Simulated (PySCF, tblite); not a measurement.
Problem. Give a GFN2-xTB geometry of InChI=1S/C5H9N3Si/c1-3-8-5(9)4(2)6-7-8/h3H,1H2,2,9H3.

Solution. 
Z-matrix in Å and degrees, rows numbered from 1:
```
C 
C   1  1.3237
N   2  1.3883  1  122.78
N   3  1.3334  2  122.07  1     0.05
N   4  1.2768  3  108.77  2  -179.99
C   5  1.3498  4  109.58  3    -0.00
C   6  1.4841  5  122.00  4  -179.99
C   3  1.3680  2  127.63  1  -179.94
Si  8  1.8683  3  125.56  2     0.04
H   1  1.0757  2  120.55  3    -0.02
H   1  1.0741  2  121.18  3   180.00
H   2  1.0806  1  123.43  3  -179.99
H   7  1.0865  6  108.99  5    -0.06
H   7  1.0891  6  110.57  5  -120.08
H   7  1.0891  6  110.59  5   120.00
H   9  1.4662  8  108.57  3    59.81
H   9  1.4591  8  108.13  3  -179.96
H   9  1.4662  8  108.59  3   -59.73
```

N3 (pyrrole-type nitrogen) is planar (angles 127.6°, 122.1° and 110.3°, sum 360.0°, 0.00 Å off the plane of its three neighbours). Of the pairs four or more bonds apart, Si9···H12 is among the closest relative to their van der Waals radii: 2.84 Å, 86 % of the sum of Bondi's values. The C–N distances run from 1.350 Å (N5–C6, aromatic) to 1.388 Å (C2–N3, drawn single), a spread of 0.038 Å. The 5-membered ring N3–N4–N5–C6–C8 has internal angles of 103.0° to 110.3°; it is planar, 0.00 Å rms from its mean plane, widest ring torsion 0°.

The geometry is computed with GFN2-xTB (gas phase).

Point group: Cs (tolerance 0.08 Å). Its GFN2-xTB frequencies are all real (lowest 54 cm⁻¹). The numbers are those of one conformer (C1–C2–N3–N4 0°). 2 starts were optimised and ended at 0.00 and 0.06 kcal/mol (GFN2-xTB); the lowest of these is shown.
